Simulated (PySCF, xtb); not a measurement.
CH6O2Si2, SMILES O[Si@H]1OC[SiH2]1.

GFN2-xTB in xtb 6.7.1 at its own geometry gives an orbital gap of 3.94 eV and a dipole moment of 1.73 D.

Geometry optimised at ωB97X-D3(BJ)/def2-SVP. The structure was generated by enumeration; whether it is a known compound was not checked. The values are those of a single conformer.

Problem. What does B3LYP/def2-TZVP (PySCF) give? (An estimate is asked for; the answer gives what the named calculation found.)

Solution. gap 6.83 eV (levels -7.33 and -0.50 eV), dipole 2.02 D.
